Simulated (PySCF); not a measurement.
## Simulated characterisation data

[PySCF: geometry from GFN2-xTB; shielding tensors at PBE0/pcSseg-1 (GIAO); one computed conformer; isolated molecule; equivalent nuclei averaged; relativity neglected]

References, each an isolated molecule treated in the same way: TMS for $^{1}$H (31.72 ppm), $^{13}$C (186.93 ppm). Where no couplings were computed, multiplicities follow the n + 1 count of equivalent neighbours, and m marks all less simple cases (inequivalent or close neighbours, rings, F or P nearby). Shifts are as computed. Against solution values, carbons near 30 ppm lie about +3 ppm off and those near 130 ppm about +5 ppm. Of 1211 compounds with measured shifts, 218 miss one by over three times the rms of a fit or turn the order of signals round; such compounds aren't used in these exercises.

**1.** SMILES CC(C)c1nnncc1[SiH3], C$_{6}$H$_{11}$N$_{3}$Si. $^{1}$H NMR (600 MHz, computed): δ 9.12 (s, 1H), 4.56 (s, 3H), 2.82 (sept, 1H), 1.65 (d, 6H). $^{13}$C{$^{1}$H} NMR (computed): δ 177.0, 159.8, 123.9, 42.2, 24.6.

**2.** `C[Si](C)(C)c1ccnnn1`, C$_{6}$H$_{11}$N$_{3}$Si. $^{1}$H NMR (600 MHz, computed): δ 9.13 (d, 1H), 7.37 (d, 1H), 0.46 (s, 9H). $^{13}$C{$^{1}$H} NMR (computed): δ 172.1 (C), 151.8 (CH), 128.5 (CH), -1.2 (CH3).
